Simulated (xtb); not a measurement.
xtb input:

```bash
xtb mol.xyz --gfn 2 --sp --chrg 0 --uhf 0
```
mol.xyz:
```
2

K     -0.00000000    -0.00000000    -2.51529452
K      0.00000000     0.00000000     2.51529452
```

Which total energy does the run end on?

-0.36503 Eh (GFN2-xTB).

This state (charge 0, singlet) is run at the relaxed geometry of the species with charge 1 and multiplicity 2.
